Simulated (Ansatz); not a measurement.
`OBCF` + H₂Te → `OB[TeH]` + fluoromethane at 500 K and 1 bar (ligand exchange at a B–C bond).

Calculated with Ansatz (gas phase, PBE0-D4/def2-TZVP geometries, no zero-point term in ΔE). CBS: MP2 limit from def2 TZ/QZ plus the TZ coupled-cluster correction, frozen cores. This one scheme is used for every species. def2 core potentials past Kr. For Te outer-core shells are correlated without core-valence functions, which leaves a few kJ/mol of doubt a bond. Each species was taken in one conformer, which may not be the lowest.

```json
{"species": "`OBCF`", "CCSD(T)/CBS energy (Eh)": "-240.25532", "H − E (kJ/mol)": "183.8", "S (J/(mol·K))": "337.7"}
{"species": "H₂Te", "CCSD(T)/CBS energy (Eh)": "-268.91024", "H − E (kJ/mol)": "48.9", "S (J/(mol·K))": "247.6"}
{"species": "`OB[TeH]`", "CCSD(T)/CBS energy (Eh)": "-369.55161", "H − E (kJ/mol)": "120.9", "S (J/(mol·K))": "336.4"}
{"species": "`CF`", "CCSD(T)/CBS energy (Eh)": "-139.63461", "H − E (kJ/mol)": "122.2", "S (J/(mol·K))": "244.8"}
```

H − E and S are ideal-gas, rigid-rotor, harmonic terms from PBE0-D4/def2-TZVP, for one conformer and one mirror image of each species. 1 Eh = 2625.50 kJ/mol, R = 8.31446 J/(mol·K).

Q: By hand: ΔE, ΔH, ΔS and ΔG.

A: ΔE = (-369.55161) + (-139.63461) − (-240.25532) − (-268.91024) = -0.02066 Eh = -54.2 kJ/mol. Δ(H − E) = 120.9 + 122.2 − 183.8 − 48.9 = 10.4, so ΔH = -43.8 kJ/mol. ΔS = 336.4 + 244.8 − 337.7 − 247.6 = -4.1 J/(mol·K). ΔG = -43.8 − 500 × (-4.1)/1000 = -41.8 kJ/mol.

Q: By hand: the equilibrium constant, and the temperature at which ΔG would vanish if ΔH and ΔS stayed fixed.

A: log₁₀ K = −ΔG/(RT ln 10) = 4.4. ΔG = 0 at ΔH/ΔS = 10683 K, far beyond where these terms or the molecules hold.

The number of gas molecules stays the same, so ΔS is small and ΔH decides. A doubt of 5 kJ/mol in ΔE shifts log₁₀ K by 0.5 here. Other conformers and mirror images would add mixing entropy, several J/(mol·K) or more a flexible species. These are equilibria of isolated gas molecules and say nothing of rates. Largest T1 diagnostic: 0.013 (customary marks: 0.02 for closed shells, 0.045 for open ones).
